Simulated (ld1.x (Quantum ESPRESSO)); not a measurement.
**Configuration tests for argon (Ar) (PAW)**

```
Element                 : Ar
Generator               : ld1.x (Quantum ESPRESSO) 7.5
Type                    : PAW
Functional              : PBE
Relativity              : non-relativistic
Frozen core             : [Ne]
Valence charge          : 8
Reference configuration : 3s2 3p6
Partial waves           : 3s (bound): rcut 0.95, rcutus 1.25 bohr; 3s channel at 0.25 Ry: rcut 0.95, rcutus 1.25 bohr; 3p (bound): rcut 1.00, rcutus 1.15 bohr; 3p channel at 1.65 Ry: rcut 1.00, rcutus 1.15 bohr; 3d channel at 0.45 Ry: rcut 0.80, rcutus 1.10 bohr
Local potential         : all-electron potential smoothed inside 1.00 bohr (lloc = -2)
Core correction         : Bessel-smoothed model core, default radius (core density twice the valence density)
Augmentation charge     : PSQ, inside the norm-conserving radii
```

Energies are relative to the spin-unpolarised reference configuration 3s2 3p6; without spin polarisation the order of configurations can differ from experiment.

```tsv
valence configuration	charge	ΔE all-electron (eV)	error AE − PS (meV)
3s2 3p3	+3	87.332	-19
3s2 3p2	+4	144.958	-60
3s2 3p5.5	+0.5	6.555	-0.1
3s1 3p6	+1	30.431	-0.7
```

(1) What are ΔE and the potential's error for 3s2 3p5?

(2) What are ΔE and the potential's error for 3s2 3p4?

Levels in the configuration 3s2 3p3:

```
level  all-electron (eV)  pseudo (eV)
   3s            -65.287      -65.311
   3p            -49.932      -49.957
```

## Answers

(1) ΔE = 16.074 eV all-electron; the error (AE − PS) is -0.5 meV.

(2) ΔE = 44.745 eV all-electron; the error (AE − PS) is -4.4 meV.
